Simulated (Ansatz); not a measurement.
Job for Ansatz (a first-principles code): R-CCSD(T)/def2-SVP on ClHPbS (SMILES [SH][Pb][Cl]), a point of a torsion scan. Elements past Kr take the def2 small-core potentials; no spin–orbit coupling. The run froze 19 orbitals, filled d shells among them.

Ansatz 0.2 input:
```yaml
crystal:
  periodic: [false, false, false]
  atoms:
    - {symbol: S, position_ang: [-1.54927818, 0.58036145, -0.23688704]}
    - {symbol: Pb, position_ang: [0.96122457, 0.72473382, -0.42512892]}
    - {symbol: Cl, position_ang: [1.11183090, 2.87474361, -1.66001166]}
    - {symbol: H, position_ang: [-1.58604301, -0.57213108, 0.42320832]}
basis:
  gaussian:
    orbitals: def2-SVP
magnetization: {spin_polarized: false}
correlation: {method: ccsd_t, electrons: outside_noble_gas}
scf: {lower_state_search: off}
```

The log:

```
WARN ansatz: RAYON_NUM_THREADS=1 ignored (pool sized by the plan → 1); use --threads N
Functional definition: HF
these checks for a lower state are left out or cut short: stability, starts, cluster_reference, orbital_swaps, neighbouring_geometries, increment
integrals: 0.04 GiB planned
718 factors; integrals over basis functions are off by at most 1.0e-3 eV
mean field: 0.18 GiB planned
mean field evaluation 1: about -28550.1797 eV, gradient 2.0e1 eV
mean field evaluation 2: about -28550.2404 eV, gradient 2.0e1 eV
mean field evaluation 4: about -28551.8466 eV, gradient 1.6e0 eV
mean field evaluation 8: about -28551.8694 eV, gradient 1.5e-1 eV
mean field -28551.86970038 eV, -1049.2618583366 hartree, gradient 2.2e-6 eV, S^2 0.000000; 0 other end points of the search recorded, 0 dependent functions left out
19 core orbitals not correlated
reference -28551.86970038 eV, -1049.2618583366 hartree; 9, 9 occupied and 39, 39 virtual orbitals, 718 factors
second order -8.66798057 eV of doubles, -0.00000000 eV of singles
coupled cluster: 0.10 GiB planned
cycle   1  -9.30666160 eV  change   -6.4e-1 eV  update   8.5e-2
cycle   2  -9.54644746 eV  change   -2.4e-1 eV  update   2.8e-2
cycle   3  -9.60995901 eV  change   -6.4e-2 eV  update   1.8e-2
cycle   4  -9.60590186 eV  change    4.1e-3 eV  update   5.8e-3
cycle   5  -9.60392741 eV  change    2.0e-3 eV  update   2.3e-3
cycle   6  -9.60381163 eV  change    1.2e-4 eV  update   8.9e-4
cycle   7  -9.60388484 eV  change   -7.3e-5 eV  update   3.0e-4
cycle   8  -9.60396571 eV  change   -8.1e-5 eV  update   1.2e-4
cycle   9  -9.60396670 eV  change   -9.9e-7 eV  update   4.2e-5
cycle  10  -9.60395286 eV  change    1.4e-5 eV  update   2.0e-5
perturbative correction -0.27753359 eV, -0.0101991711 hartree
Total energy: -28561.75118683 eV, -1049.6249962657 hartree
Checks for a lower state left out: stability, starts, cluster_reference, orbital_swaps, neighbouring_geometries, increment
```

Self-consistency was reached.

Cost: roughly 1.3 core-seconds.
